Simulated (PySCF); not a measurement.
## Yb⁶⁵⁺ (ytterbium, charge +65) across methods

[He] 2s2 2p1, 2P determinant. Computed with PySCF 2.14 in an even-tempered Gaussian basis (18 s from 42 bohr⁻², ratio 2.2; 13 p from 54 bohr⁻², ratio 2.2; 5 d from 200 bohr⁻², ratio 2.4; 5 f from 300 bohr⁻², ratio 2.4; 4 g from 450 bohr⁻², ratio 2.4), with scalar relativity by spin-free X2C-1e.

```json
{"method": "PBE", "E (hartree)": "-7064.86", "mean ε 2s α (eV)": "-16665.9", "mean ε 2s β (eV)": "-16633.4", "mean ε 2p α (eV)": "-15641.9", "Σ⟨r²⟩ (bohr²)": "0.02180", "⟨S²⟩": "0.750"}
{"method": "r2SCAN", "E (hartree)": "-7064.62", "mean ε 2s α (eV)": "-16678.2", "mean ε 2s β (eV)": "-16640.5", "mean ε 2p α (eV)": "-15659.7", "Σ⟨r²⟩ (bohr²)": "0.02180", "⟨S²⟩": "0.750"}
{"method": "LDA", "E (hartree)": "-7056.51", "mean ε 2s α (eV)": "-16653.5", "mean ε 2s β (eV)": "-16619.1", "mean ε 2p α (eV)": "-15628.0", "Σ⟨r²⟩ (bohr²)": "0.02182", "⟨S²⟩": "0.750"}
{"method": "M06-2X", "E (hartree)": "-7065.82", "mean ε 2s α (eV)": "-16734.9", "mean ε 2s β (eV)": "-16694.3", "mean ε 2p α (eV)": "-15718.5", "Σ⟨r²⟩ (bohr²)": "0.02179", "⟨S²⟩": "0.750"}
{"method": "PBE0", "E (hartree)": "-7064.69", "mean ε 2s α (eV)": "-16701.6", "mean ε 2s β (eV)": "-16662.1", "mean ε 2p α (eV)": "-15680.9", "Σ⟨r²⟩ (bohr²)": "0.02180", "⟨S²⟩": "0.750"}
{"method": "UHF", "E (hartree)": "-7064.07201", "mean ε 2s α (eV)": "-16807.3", "mean ε 2s β (eV)": "-16746.7", "mean ε 2p α (eV)": "-15797.1", "Σ⟨r²⟩ (bohr²)": "0.02179", "⟨S²⟩": "0.750"}
```

Problem. Estimate the same row for B3LYP.

Solution. E (hartree) = -7064.62; mean ε 2s α (eV) = -16695.1; mean ε 2s β (eV) = -16656.5; mean ε 2p α (eV) = -15674.2; Σ⟨r²⟩ (bohr²) = 0.02180; ⟨S²⟩ = 0.750.

Spin-orbit coupling, absent here, splits the open shell strongly.
